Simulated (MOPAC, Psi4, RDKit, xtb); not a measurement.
Torsional profile of SMILES CC(C)c1ccccc1O (C9H12O). Scanned: dihedral C1–C2–C4–C5; all other coordinates were relaxed at GFN2-xTB. Heavy atoms are numbered in the order of the SMILES CC(C)c1ccccc1O, hydrogens after them in the order of the atoms that carry them; the mirror image has the same energies with the sign of each dihedral reversed.

GFN1-xTB // GFN2-xTB (xtb); UFF // GFN2-xTB (RDKit); PM6, restricted, heats of formation // GFN2-xTB (MOPAC); PBE-D3(BJ)/def2-SVP // GFN2-xTB (Psi4).

Energies relative to the lowest point of each profile, in mEh; the last columns give the difference from PBE-D3(BJ):

| φ / ° | GFN1-xTB | UFF | PM6 | PBE-D3(BJ)/def2-SVP | GFN1-xTB − PBE-D3(BJ)/def2-SVP | UFF − PBE-D3(BJ)/def2-SVP | PM6 − PBE-D3(BJ)/def2-SVP |
|---|---|---|---|---|---|---|---|
| -165 | 6.9 | 19.7 | 5.8 | 10.1 | -3.2 | 9.6 | -4.2 |
| -150 | 7.2 | 21.3 | 5.5 | 8.3 | -1.1 | 13.0 | -2.8 |
| -135 | 5.0 | 15.7 | 3.9 | 4.3 | 0.7 | 11.4 | -0.3 |
| -120 | 2.1 | 7.7 | 2.1 | 1.2 | 1.0 | 6.5 | 0.9 |
| -105 | 0.8 | 3.4 | 1.0 | 0.0 | 0.8 | 3.4 | 1.0 |
| -90 | 0.6 | 1.6 | 0.5 | 0.5 | 0.1 | 1.1 | 0.1 |
| -75 | 0.4 | 0.5 | 0.1 | 1.0 | -0.6 | -0.5 | -0.9 |
| -60 | 0.2 | 0.0 | 0.0 | 1.1 | -0.9 | -1.1 | -1.1 |
| -45 | 0.5 | 0.8 | 0.2 | 1.0 | -0.5 | -0.2 | -0.8 |
| -30 | 0.6 | 1.9 | 0.6 | 0.3 | 0.2 | 1.6 | 0.3 |
| -15 | 0.9 | 4.2 | 1.2 | 0.2 | 0.7 | 3.9 | 1.0 |
| 0 | 2.6 | 9.0 | 2.5 | 2.0 | 0.7 | 7.0 | 0.5 |
| 15 | 5.5 | 16.8 | 4.4 | 5.4 | 0.1 | 11.4 | -1.1 |
| 30 | 7.4 | 21.5 | 5.7 | 9.2 | -1.8 | 12.4 | -3.5 |
| 45 | 6.5 | 18.6 | 5.8 | 9.7 | -3.2 | 8.9 | -4.0 |
| 60 | 4.7 | 12.2 | 5.1 | 7.7 | -3.0 | 4.6 | -2.5 |
| 75 | 3.3 | 7.9 | 4.0 | 5.5 | -2.2 | 2.4 | -1.5 |
| 90 | 2.2 | 5.1 | 2.7 | 3.3 | -1.1 | 1.8 | -0.5 |
| 105 | 0.6 | 2.6 | 1.3 | 1.2 | -0.6 | 1.3 | 0.1 |
| 120 | 0.0 | 1.8 | 0.8 | 0.8 | -0.8 | 1.1 | 0.0 |
| 135 | 1.1 | 3.9 | 1.7 | 2.0 | -0.9 | 1.9 | -0.3 |
| 150 | 2.6 | 6.5 | 3.1 | 4.3 | -1.7 | 2.2 | -1.2 |
| 165 | 3.7 | 9.4 | 4.4 | 6.5 | -2.8 | 2.9 | -2.1 |
| 180 | 5.2 | 14.1 | 5.4 | 8.6 | -3.5 | 5.5 | -3.2 |

GFN1-xTB is furthest from PBE-D3(BJ)/def2-SVP at 180 (-3.5 mEh, below); its mean absolute difference over the points is 1.3 mEh.

UFF is furthest from PBE-D3(BJ)/def2-SVP at -150 (13.0 mEh, above); its mean absolute difference over the points is 4.8 mEh.

PM6 is furthest from PBE-D3(BJ)/def2-SVP at -165 (-4.2 mEh, below); its mean absolute difference over the points is 1.4 mEh.
